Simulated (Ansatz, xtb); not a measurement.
## CH4AlF2N: where a starting geometry ends

The starting geometry of this gas-phase singlet was built from a drawn formula by distance geometry and a force field; its bonds are those of `N[C](F)(F)[AlH2]`.

```yaml
atoms:
  - { symbol: C, position_ang: [-1.4445, 1.0048, 0.8595] }
  - { symbol: Al, position_ang: [-0.1463, 0.1011, -0.4526] }
  - { symbol: F, position_ang: [-2.5265, 1.3989, 0.1858] }
  - { symbol: F, position_ang: [-1.6581, 0.0999, 1.8067] }
  - { symbol: N, position_ang: [-0.7495, 2.2045, 1.3975] }
  - { symbol: H, position_ang: [-0.6523, 2.8881, 0.6586] }
  - { symbol: H, position_ang: [-1.4024, 2.6202, 2.1079] }
  - { symbol: H, position_ang: [0.5861, 0.9989, -1.5877] }
  - { symbol: H, position_ang: [-0.5615, -1.3857, -0.9637] }
```

Q: Predict what becomes of its bonds when it is optimised with r2SCAN-D4/def2-SVP.

A: It rearranges, giving a structure given below by its coordinates. Distances that change by over a tenth: C1–N5 (1.49 → 1.30 Å). Contacts that open: C1–F3 (1.33 → 3.01 Å). Contacts that close: Al2–F3 (2.79 → 1.69 Å).

The energy falls by 2.36 eV over 31 steps:

| step | E − E(last) (eV) |
| --- | --- |
| 1 | 2.361 |
| 4 | 1.661 |
| 8 | 1.632 |
| 11 | 1.293 |
| 14 | 0.359 |
| 18 | 0.048 |
| 21 | 0.018 |
| 24 | 0.004 |
| 28 | 0.000 |
| 31 | 0.000 |

Final geometry (Å):

| atom | x (Å) | y (Å) | z (Å) |
| --- | --- | --- | --- |
| C | -1.2987 | 1.0641 | 1.1320 |
| Al | -0.9312 | 0.3093 | -0.7993 |
| F | -2.4622 | 0.1855 | -1.5016 |
| F | -2.0453 | 0.5408 | 2.0763 |
| N | -0.6928 | 2.1487 | 1.5301 |
| H | -0.1060 | 2.6214 | 0.8405 |
| H | -0.7819 | 2.5283 | 2.4753 |
| H | -0.0644 | 1.5972 | -1.2545 |
| H | -0.1726 | -1.0645 | -0.4869 |

From the same start GFN2-xTB reaches the same bonding as this run.

No frequencies were run, so the end isn't proven a minimum. Run with Ansatz 0.2.0, 5.2 min on 1 thread of AMD EPYC (Zen 3), on a shared host.
